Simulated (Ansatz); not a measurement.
Ansatz (a program for electronic structure) input:

Ansatz 0.2 input:
```yaml
crystal:
  periodic: [false, false, false]
  atoms:
    - {symbol: C, position_ang: [-1.85368168, 0.07375943, -0.11011714]}
    - {symbol: In, position_ang: [0.31493714, -0.01279911, 0.01739074]}
    - {symbol: H, position_ang: [-2.27071812, -0.01852115, 0.89496088]}
    - {symbol: H, position_ang: [-2.17490140, 1.03036207, -0.52118036]}
    - {symbol: H, position_ang: [-2.24506523, -0.73722476, -0.72201864]}
    - {symbol: H, position_ang: [1.21765101, 1.40458056, 0.45973600]}
    - {symbol: H, position_ang: [1.16320413, -1.49459677, -0.30294158]}
basis:
  gaussian:
    orbitals: def2-TZVPD
hamiltonian:
  xc: {name: PBE0}
total_charge: -1
magnetization: {spin_polarized: true, initial_magnetization: 1}
```

### Question
What final total energy does it print?

### Answer
-231.17510 Eh (PBE0/def2-TZVPD). The basis has 138 functions.

This state (charge -1, doublet) is run at the relaxed geometry of the species with charge 0 and multiplicity 1.
